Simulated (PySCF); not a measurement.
C$_{4}$H$_{5}$ (SMILES [C]1=CCC1), doublet (typed; the unrestricted solution is spin-contaminated), at a GFN2-xTB geometry. Base run: CCSD(T)/3-21G (PySCF).

The PySCF input:
```python
from pyscf import gto, scf, cc

mol = gto.Mole()
mol.atom = '''
    C    -0.022051   -0.684734    0.841151
    C    -0.008266    0.634910    0.883504
    C     0.002013   -0.841773   -0.653042
    C     0.018743    0.708253   -0.634532
    H    -0.012904    1.395506    1.636918
    H    -0.886901   -1.293610   -1.086114
    H     0.895190   -1.313212   -1.055354
    H     0.928429    1.145819   -1.043477
    H    -0.866448    1.165562   -1.074458
'''
mol.basis = '3-21g'
mol.charge = 0
mol.spin = 1
mol.verbose = 3
mol.build()

mf = scf.UHF(mol)
mf.kernel()

mycc = cc.CCSD(mf)
mycc.kernel()
et = mycc.ccsd_t()
print('E(CCSD(T)) = %.10f' % (mycc.e_tot + et))
mf.analyze()
```

Each row names what was changed in the base input (with any setting that the change needs).

```json
[
 {"change": "base", "ΔE vs base (kcal/mol)": "0.000", "MP2 correlation (Eh)": "-0.32490", "CC correlation without the perturbative part (Eh)": "-0.37513", "basis functions": "46", "core-seconds (rough)": "20"},
 {"change": "cc.level_shift = 0.2", "ΔE vs base (kcal/mol)": "0.000", "MP2 correlation (Eh)": "-0.32490", "CC correlation without the perturbative part (Eh)": "-0.37513", "basis functions": "46", "core-seconds (rough)": "20"},
 {"change": "method = cisd", "ΔE vs base (kcal/mol)": "37.81", "MP2 correlation (Eh)": "-", "CC correlation without the perturbative part (Eh)": "-", "basis functions": "46", "core-seconds (rough)": "4"},
 {"change": "method = mp2", "ΔE vs base (kcal/mol)": "38.92", "MP2 correlation (Eh)": "-0.32490", "CC correlation without the perturbative part (Eh)": "-", "basis functions": "46", "core-seconds (rough)": "0.9"},
 {"change": "method = ccsd", "ΔE vs base (kcal/mol)": "7.41", "MP2 correlation (Eh)": "-0.32490", "CC correlation without the perturbative part (Eh)": "-0.37513", "basis functions": "46", "core-seconds (rough)": "10"},
 {"change": "density fitting = JK and correlation", "ΔE vs base (kcal/mol)": "0.037", "MP2 correlation (Eh)": "-0.32481", "CC correlation without the perturbative part (Eh)": "-0.37512", "basis functions": "46", "core-seconds (rough)": "20"},
 {"change": "cc.diis_space = 10", "ΔE vs base (kcal/mol)": "0.000", "MP2 correlation (Eh)": "-0.32490", "CC correlation without the perturbative part (Eh)": "-0.37513", "basis functions": "46", "core-seconds (rough)": "20"},
 {"change": "frozen = 5", "ΔE vs base (kcal/mol)": "30.83", "MP2 correlation (Eh)": "-0.28261", "CC correlation without the perturbative part (Eh)": "-0.32702", "basis functions": "46", "core-seconds (rough)": "7"},
 {"change": "cc.iterative_damping = 0.8", "ΔE vs base (kcal/mol)": "0.000", "MP2 correlation (Eh)": "-0.32490", "CC correlation without the perturbative part (Eh)": "-0.37513", "basis functions": "46", "core-seconds (rough)": "20"},
 {"change": "cc.direct = True", "ΔE vs base (kcal/mol)": "0.000", "MP2 correlation (Eh)": "-0.32490", "CC correlation without the perturbative part (Eh)": "-0.37513", "basis functions": "46", "core-seconds (rough)": "20"}
]
```

Open shells are given as the SCF converged; they aren't shown to be the lowest states, and a large step between rows can be another state.
